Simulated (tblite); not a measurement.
Compound: C6H8FPS.
Cartesian coordinates in Å at the GFN2-xTB level; atoms count from 1:
```xyz
17
C6H8FPS angstrom
C     -2.5608    0.5357   -0.5377
C     -2.0189   -0.2271    0.6717
C     -0.5414   -0.4230    0.5700
S      0.5245    0.9206    0.7766
C      1.9909    0.0438    0.4978
C      3.2722    0.8041    0.5652
P      1.8699   -1.6296    0.1607
C      0.0987   -1.5849    0.2838
F     -0.6112   -2.7187    0.0950
H     -2.0977    1.5180   -0.6054
H     -2.3518   -0.0106   -1.4547
H     -3.6362    0.6630   -0.4465
H     -2.4956   -1.2073    0.7343
H     -2.2488    0.3286    1.5841
H      3.3014    1.5827   -0.1980
H      4.1105    0.1295    0.4071
H      3.3873    1.2874    1.5357
```

Level: GFN2-xTB in tblite, geometry and Hessian alike; calculated harmonic values, unscaled, isolated species. The method is semi-empirical: single wavenumbers can be off by several per cent or more. One conformer, not necessarily the lowest.

Harmonic wavenumbers (cm⁻¹): 30.5, 95.7, 97.1, 146.9, 186.6, 213.8, 255.1, 267.0, 345.4, 360.2, 393.3, 416.8, 454.4, 530.1, 594.0, 628.2, 793.0, 866.7, 895.3, 976.0, 1021.7, 1077.3, 1079.8, 1112.2, 1123.7, 1191.6, 1243.3, 1247.3, 1315.1, 1399.7, 1409.0, 1462.5, 1465.8, 1473.0, 1495.0, 1498.4, 1539.4, 2967.6, 2985.6, 2990.4, 3002.5, 3034.9, 3036.7, 3040.1, 3045.5.

A = 1750, B = 997.4, C = 672.7 MHz; mass 162.007 u (most abundant isotopes); point group C1, symmetry number 1.

Problem. What is the zero-point energy?

Solution. ½Σν̃ = 27402 cm⁻¹ = 78.35 kcal/mol.

Problem. Entropy at 350 K, 1 bar (ideal gas, RRHO, classical rotation)?

Solution. Translation 41.98, rotation 30.47, vibration 36.02: S = 108.5 cal/(mol K).

Problem. And Cp and H(350 K) − H(0)?

Solution. Cp = 42.91 cal/(mol K), of which vibrations give 34.96 (their classical limit is 45 R = 89.4); H(350 K) − H(0) = 9.28 kcal/mol without the zero-point energy, 6.49 from vibrations.

Problem. Blend soft modes into free rotors: weight 1/[1 + (100 cm⁻¹/ν̃)⁴] for the oscillator and the rest for a rotor with moment μB/(μ + B), μ = h/(8π²ν), B = 10⁻⁴⁴ kg m². What vibrational entropy results?

Solution. 33.20 cal/(mol K) in place of 36.02, which changes −T·S at 350 K by +0.99 kcal/mol.

Problem. Which modes carry the vibrational entropy at 350 K?

Solution. 30.5 cm⁻¹: 6.11; 95.7 cm⁻¹: 3.85; 97.1 cm⁻¹: 3.83; 146.9 cm⁻¹: 3.02; 186.6 cm⁻¹: 2.56; 213.8 cm⁻¹: 2.31 cal/(mol K); the other 39 give 14.34 together.

Problem. How do the functions run with temperature in this model?

Solution. 
```
T (K)  S (cal/(mol K))  Cp (cal/(mol K))  H − H(0) (kcal/mol)  G − H(0) (kcal/mol)  ln q(vib)
  100             71.6              19.4                 1.32                -5.84       1.93
  200             88.4              29.8                 3.81               -13.87       4.69
  300            102.2              38.7                 7.24               -23.42       7.44
  500            125.7              54.1                16.59               -46.28      12.69
  800            154.7              69.0                35.26               -88.51      19.91
 1000            170.8              75.4                49.74              -121.11      24.28
```

q(vib) and H(0) count from the zero-point level.

Problem. What must be added to the electronic energy to get the Gibbs energy at 350 K and 1 bar?

Solution. ZPE + [H(350 K) − H(0)] − T·S = 78.35 + 9.28 − 37.97 = 49.66 kcal/mol.

Hindered rotation and anharmonicity are outside this model. Other conformers, if any are populated, would add a mixing term that is left out. The structure is chiral; the term R ln 2 for an equal mix with its mirror image is left out.
